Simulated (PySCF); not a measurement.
# Radial density of Ca⁺ (calcium, charge +1)

UHF, [Ar] 3d1, 2D determinant (an excited configuration). All numbers are calculated (PySCF 2.14, the spin-free X2C one-electron Hamiltonian (Gaussian nucleus), in x2c-TZVPPall with one added diffuse shell each of s, p, d type (7s6p4d, 45 functions)).

| r (bohr) | 4πr²ρ (e/bohr) | 4πr²(ρα − ρβ) |
| --- | --- | --- |
| 0.00149 | 0.1756 | 0.0000 |
| 0.00250 | 0.4527 | 0.0000 |
| 0.00421 | 1.148 | 0.0000 |
| 0.00708 | 2.791 | -0.0001 |
| 0.0119 | 6.307 | -0.0003 |
| 0.0200 | 12.56 | -0.0005 |
| 0.0337 | 20.31 | -0.0008 |
| 0.0567 | 23.45 | -0.0013 |
| 0.0954 | 18.49 | -0.0031 |
| 0.160 | 18.97 | -0.0073 |
| 0.270 | 24.51 | 0.0006 |
| 0.454 | 11.75 | 0.0635 |
| 0.763 | 6.448 | 0.1667 |
| 1.28 | 6.709 | 0.3425 |
| 2.16 | 1.461 | 0.3216 |
| 3.63 | 0.1436 | 0.1196 |
| 6.11 | 0.03206 | 0.0320 |
| 10.3 | 1.648e-05 | 0.0000 |

Densities and radii are taken from the X2C orbitals without a picture-change correction, which distorts them close to the nucleus.

**Question.** Where is the radial spin density 4πr²(ρα − ρβ) most negative, and why is it negative at all?

**Answer.** Around r = 0.160 bohr, down to -0.0073 e/bohr: exchange with the open shell polarises the paired shells in an unrestricted calculation.
